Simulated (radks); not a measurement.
Neutral neodymium inside a hard spherical wall (all orbitals vanish at R), configuration held at [Xe] 4f4 6s2 and not refilled when levels cross. Method: scalar-relativistic Kohn-Sham, PBEsol, spin-unpolarised, spherical densities, point nucleus; computed with a radial shooting solver on a logarithmic mesh with Libxc functionals. Eigenvalues in eV, with the zero of energy where the potential of the charges vanishes at infinity; a dash marks a level that is unbound or too diffuse for the functional's potential to be trusted. A positive occupied level is held by the wall or, in an anion where self-interaction has pushed it up, behind a barrier. The pressure on the wall is -dE/dV.

R (bohr)  E (hartree)  kinetic (hartree)    e(5s)    e(5p)   e(6s)  e(5d, empty)   e(4f)  e(6p, empty)  pressure (GPa)
free       -9620.4686          10239.048  -40.490  -22.098  -3.521        -1.933  -1.788        -1.217               0
15         -9620.4685          10239.048  -40.486  -22.094  -3.518        -1.929  -1.783        -1.198        0.000327
10         -9620.4647          10239.080  -40.269  -21.880  -3.345        -1.739  -1.571        -0.797          0.0829
3.5        -9618.3488          10247.193  -27.768   -9.652  26.808        14.253  12.590        39.741             550
3          -9616.0896          10255.352  -20.467   -1.645  51.285        25.482  21.442        68.566            1760
2          -9594.2468          10324.199   31.319   58.993  223.54        105.00  70.912        256.76           32100
1.5        -9536.0927          10493.304   156.84   201.25  561.24        269.72  150.88        608.44          232000
